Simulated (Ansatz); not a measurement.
Mulliken charges of CH4OTe, SMILES `OC[TeH]` from B3LYP/def2-TZVPP in Ansatz (PBE0-D4/def2-TZVP geometry).

```
atom   x (Å)   y (Å)   z (Å)  charge (e)
  O1  -1.332   0.306  -0.553      -0.305
  C2  -0.186   0.504   0.206      -0.157
 Te3   1.657  -0.236  -0.689       0.042
  H4  -1.437  -0.634  -0.723       0.194
  H5  -0.229   0.047   1.197       0.130
  H6  -0.045   1.578   0.312       0.139
  H7   1.633  -1.634   0.203      -0.042
```

Q: By hand: the dipole of these point charges (1 e Å = 4.8032 D).

A: Σ q r = (0.122, -0.011, 0.158) e Å, of length 0.200 e Å = 0.96 D.

Q: How does the dipole of the full density compare? (Best estimate.)

A: The calculation gave: (-0.046, -0.165, 0.177) e Å, 1.18 D; the point charges give 0.81 times that, at 61° from its direction.

Point charges leave out the atoms' own dipoles, such as those of lone pairs, and Mulliken's split depends on the basis, so the two needn't agree.

B3LYP here is the variant with VWN-RPA as its local correlation; programs differ in this.
